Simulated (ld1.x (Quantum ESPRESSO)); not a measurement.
An all-electron radial function and its pseudo partner (rubidium)

Columns: radius, all-electron u(r) and pseudo u(r) of the 4p shell (level -21.65 eV) of rubidium in the configuration [Ar] 3d10 4s2 4p6 4d0 5s0 5p0; PBE, non-relativistic, TM semilocal scheme, ld1.x (Quantum ESPRESSO) 7.5.

```csv
r (bohr),all-electron,pseudo
0.140,0.1741,0.0166
0.280,-0.2916,0.0657
0.420,-0.3924,0.1446
0.560,-0.1838,0.2487
0.700,0.1162,0.3711
0.840,0.3910,0.5019
0.980,0.5999,0.6277
1.120,0.7389,0.7334
1.260,0.8164,0.8062
1.400,0.8452,0.8397
1.540,0.8379,0.8366
1.680,0.8061,0.8060
1.820,0.7585,0.7585
1.960,0.7019,0.7019
2.100,0.6413,0.6413
2.240,0.5801,0.5801
2.380,0.5204,0.5204
2.520,0.4639,0.4639
2.660,0.4114,0.4114
2.800,0.3633,0.3633
2.940,0.3197,0.3197
3.080,0.2805,0.2805
3.220,0.2454,0.2454
3.360,0.2143,0.2143
3.500,0.1867,0.1867
3.640,0.1623,0.1623
```

Task: How many radial nodes do the two functions have?

Result: The all-electron 4p function has n − l − 1 = 2; the pseudo-wave has 0, since the states of the same l below it are removed with the core.

Task: At about which radius was the pseudo-wave matched?

Result: 1.85 bohr. The columns agree to 0.0005 from 1.68 bohr on; several derivatives are matched, so the curves merge somewhat inside the radius.

Task: Where does each function peak?

Result: Outermost all-electron maximum near 1.40 bohr, pseudo maximum near 1.40 bohr (to the table’s step).

Task: Is the pseudo-wave norm-conserving?

Result: Yes: the TM semilocal scheme keeps the norm inside the radius equal to the all-electron one, which fixes the energy derivative of the logarithmic derivative at the level.
